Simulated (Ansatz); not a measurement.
One change: `CSC(F)[SiH3]` becomes `N[SiH2]C(F)[SiH3]`.

Ansatz, PBE0-D4/def2-TZVP geometries, multiplicity 1. Each molecule was computed in one conformer, which needn't be the lowest.

| property | `CSC(F)[SiH3]` |
| --- | --- |
| HOMO energy (PBE/def2-TZVPP) / eV | -5.81 |
| LUMO energy (PBE0/def2-TZVPP) / eV | 0.31 |
| HOMO energy (B3LYP/def2-TZVPP) / eV | -6.80 |
| HOMO–LUMO gap (B3LYP/def2-TZVPP) / eV | 6.88 |
| HOMO energy (ωB97M-V/def2-TZVPP) / eV | -9.25 |
| HOMO–LUMO gap (ωB97M-V/def2-TZVPP) / eV | 11.25 |

(1) What does the change do to each property? (An estimate is asked.)

Answers

(1) The calculation gave: 
```
                               property  `N[SiH2]C(F)[SiH3]`  shift
      HOMO energy (PBE/def2-TZVPP) / eV                -6.04  -0.23
     LUMO energy (PBE0/def2-TZVPP) / eV                 0.28  -0.03
    HOMO energy (B3LYP/def2-TZVPP) / eV                -7.21  -0.41
  HOMO–LUMO gap (B3LYP/def2-TZVPP) / eV                 7.22   0.34
  HOMO energy (ωB97M-V/def2-TZVPP) / eV                -9.73  -0.48
HOMO–LUMO gap (ωB97M-V/def2-TZVPP) / eV                11.54   0.29
```

B3LYP here is the variant with VWN-RPA as its local correlation; programs differ in this.
